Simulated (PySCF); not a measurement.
Compound: FH₉OSi₄.
Atom-mapped SMILES: `[OH:1][Si@@H:2]([SiH3:3])[Si@H:4]([F:5])[SiH3:6]` (hydrogens: H7 on O1; H8 on Si2; H9, H10, H11 on Si3; H12 on Si4; H13, H14, H15 on Si6)

Geometry (GFN2-xTB, Å), atoms numbered from 1 in this order:
```xyz
15
FH9OSi4 angstrom
O     -1.4557    1.2009   -1.5929
Si    -1.2693    0.7461   -0.0316
Si    -2.0390   -1.4272   -0.0676
Si     0.9595    1.1073    0.5548
F      1.4279    2.3161   -0.4515
Si     2.5259   -0.5723    0.2955
H     -1.1374    2.0357   -1.9274
H     -2.1281    1.6435    0.7765
H     -3.2428   -1.5950    0.7516
H     -2.3693   -1.9460   -1.3950
H     -1.0316   -2.3345    0.5015
H      1.1152    1.8212    1.8304
H      2.3020   -1.3408   -0.9342
H      3.9232   -0.1319    0.2549
H      2.4151   -1.5152    1.4130
```

Level of theory: PySCF 2.14.0, density-fitted response routines, TDDFT B3LYP/def2-SVPD, vertical, gas phase, core orbitals frozen in the response.

Each state is given a Gaussian of 0.3 eV full width at half maximum, with ε(max) = 2.175×10⁸ f / Δν̃ (Δν̃ the width in cm⁻¹). The width is an assumption, not a result. The curve ends short of the highest state used, and states not computed would add to its high-energy end.

(E (eV), ε (L mol⁻¹ cm⁻¹)): (4.33, 1), (4.36, 1), (4.40, 3), (4.43, 7), (4.47, 15), (4.50, 25), (4.54, 47), (4.57, 71), (4.61, 112), (4.65, 161), (4.68, 197), (4.72, 238), (4.75, 257), (4.79, 261), (4.82, 247), (4.86, 211), (4.89, 176), (4.93, 127), (4.97, 85), (5.00, 61), (5.04, 43), (5.07, 43), (5.11, 62), (5.14, 94), (5.18, 166), (5.21, 244), (5.25, 377), (5.29, 529), (5.32, 639), (5.36, 754), (5.39, 801), (5.43, 796), (5.46, 743), (5.50, 624), (5.53, 517), (5.57, 382), (5.61, 294), (5.64, 283), (5.68, 383), (5.71, 579), (5.75, 1068), (5.78, 1650), (5.82, 2751), (5.85, 3809), (5.89, 5416), (5.93, 7007), (5.96, 7983), (6.00, 8733), (6.03, 8770), (6.07, 8105), (6.10, 7173), (6.14, 5615), (6.17, 4413), (6.21, 3025), (6.25, 2080), (6.28, 1731)

Question: Where are the band maxima, and which computed states make them?

Answer: 260 nm (4.78 eV), ε about 260, made up of S1 (100%); 229 nm (5.41 eV), ε about 810, made up of S2 (100%); 206 nm (6.02 eV), ε about 8800, made up of S4 (96%) (ε in L mol⁻¹ cm⁻¹; maxima over ε = 5, shares over 10%). The states used: S1 4.78 eV (f 0.0029); S2 5.41 eV (f 0.0090); S3 5.93 eV (f 0.0045); S4 6.02 eV (f 0.095); S5 6.51 eV (f 0.024); S6 6.61 eV (f 0.065); S7 6.74 eV (f 0.240); S8 6.88 eV (f 0.031).

Question: What would ε be at 6.02 eV, the highest of these maxima, with half the width (0.15 eV)?

Answer: About 17300 L mol⁻¹ cm⁻¹ against 8810, a factor of about 1.96; a lone state at its own centre would give exactly 2.

Question: On this curve, what absorbance would a 10⁻⁵ mol/L sample give at 266 nm over a 1 cm path?

Answer: 266 nm is 4.661 eV, where ε is about 170 L mol⁻¹ cm⁻¹, so A = ε c l ≈ 0.0017 (Beer–Lambert, with the gas-phase spectrum and the assumed width).

Question: Coming from long wavelengths, where does ε first pass 100 L mol⁻¹ cm⁻¹?

Answer: At about 270 nm (4.60 eV), 0.18 eV below S1.

One conformer stands for the species.
